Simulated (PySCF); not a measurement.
## Correlation energy of Xe²⁺ (xenon, charge +2)

[Kr] 4d10 5s2 5p3 6s1, high-spin 5S determinant (an excited configuration). All numbers are calculated (PySCF 2.14, scalar relativity by spin-free X2C-1e, in aug-cc-pVQZ-DK3 (9s8p6d3f2g, 102 functions)). Frozen: [Kr] 4d10; 6 electrons correlated.

```json
{"level": "CCSD", "correlation energy (mhartree)": "-103.17"}
{"level": "(T)", "correlation energy (mhartree)": "-3.83"}
{"level": "CCSD(T)", "correlation energy (mhartree)": "-107.00"}
```

Diagnostics: T1 = 0.0095, D1 = 0.0328, largest double amplitude 0.042.

The outer electron is Rydberg-like, and this basis confines it to a smaller radius and binds it less than a complete one would.

Cost of the coupled-cluster step: roughly 15 core-seconds, for 6 correlated electrons.
